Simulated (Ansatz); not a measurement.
Reaction (SMILES): O=C(O)O + 2 C (CH4) → C=O (CH2O) [formaldehyde] + 2 CO (CH4O) [methanol]
Each molecule is optimised on its own at B3LYP-D3(BJ)/def2-TZVP (Ansatz, a quantum-chemistry and plane-wave program), one conformer each, not searched for the lowest.

Quantity: bond separation energy (electronic energy difference), in kJ/mol. Valence correlation only, unless marked. No spin-orbit coupling. Non-relativistic. CBS(X,Y): correlation extrapolated as X^-3; Hartree-Fock from the larger set. The bracket is a focal-point correction in the basis named.

```csv
level,program,bond separation energy (kJ/mol),minus last row
PBE0-D4/def2-TZVPD,Ansatz + dftd4,260.6,14.4
B2GP-PLYP-D4/def2-TZVPD,Ansatz + dftd4,252.1,5.9
MP2/cc-pwCVTZ,Ansatz,267.2,21.0
CCSD/6-31G,Ansatz,215.4,-30.8
CCSD/cc-pVDZ,Ansatz,260.5,14.3
CCSD/aug-cc-pVTZ,Ansatz,241.4,-4.8
"RI-MP2/CBS(aug-cc-pVTZ,aug-cc-pVQZ)+[CCSD(T)-MP2]/aug-cc-pVTZ",Ansatz,246.2,0.0
```
